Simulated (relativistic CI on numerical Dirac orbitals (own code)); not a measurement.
Calculated at this level of theory: Dirac-Coulomb-Breit CI, separate exchange-only KLI orbitals for each configuration, a model potential for QED, unscaled Slater integrals (own radial code, finite nucleus).

The strongest absorption lines from the ground level of an ion, among the configurations computed and to levels below about 407 eV (vacuum wavelength in Å, gf): 56.117 (0.56), 59.640 (0.39), 60.294 (0.26), 60.505 (1.6), 62.220 (0.69), 63.147 (0.27), 65.937 (0.26), 66.543 (0.51).

(1) Which ion is it?
A. Cd²⁴⁺
B. Te²⁸⁺
C. Cd²²⁺
D. Sn²⁶⁺

Answers

(1) A. Cd²⁴⁺ has 24 electrons and the ground level 3s²3p⁶3d⁶ ⁵D4; the strongest line goes to 3s²3p⁵3d⁷ ⁵P°3. The pattern of lines fixes the number of electrons, and along that sequence the line energies rise steadily with the charge (about as its square where n changes within one kind of shell, about linearly where n is kept but much faster in heavy ions where fine structure, which grows about as Z⁴, sets the gap, and irregularly where shells cross), which fixes Z. Configurations outside the model, such as inner-shell arrays, can give stronger lines. At this charge energies of transitions that change n are usually good to better than 1 %, and those within a shell (Δn = 0) to a few per cent. Terms inside the open d or f shell come out 10 to 20 % too wide with unscaled integrals.

LS names give the leading component of a level, which can be under half, so a name can repeat, a term be missing and a line seem to break the LS rules.
